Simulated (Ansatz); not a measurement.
Isolated molecules relaxed with PBE0-D4/def2-TZVP in Ansatz; ΔE leaves out vibrations. CCSD(T)/CBS is the MP2 limit (def2-TZVPP, def2-QZVPP) plus CCSD(T) − MP2 in def2-TZVPP, frozen cores. This one scheme is used for every species. DFT in def2-TZVPP. Elements past krypton have def2 core potentials. For In outer-core shells are correlated without core-valence functions, which leaves a few kJ/mol of doubt a bond. Each species was taken in one conformer, which may not be the lowest.

`O[B](F)[InH2]` + H₂O → `OB(O)F` + `[InH3]`  (formal hydrolysis of a B–In bond)

```json
{"level": "PBE0-D4", "ΔE (kcal/mol)": "-33.9"}
{"level": "BHLYP", "ΔE (kcal/mol)": "-38.5"}
```

**Question.** What does CCSD(T)/CBS give? (Estimate.)

**Answer.** Computed: -33.0 kcal/mol. The listed levels differ from it by -0.9, -5.5 kcal/mol.

Largest T1 diagnostic among the species: 0.014.

From BLYP to BHLYP (50 % exact exchange), in def2-TZVPP and without D4, ΔE moves by −5.0 kcal/mol. In def2-TZVPP, CCSD(T) changes the Hartree–Fock value by +7.7 kcal/mol (the triples alone add +1.0 kcal/mol) and MP2 by +8.2 kcal/mol.
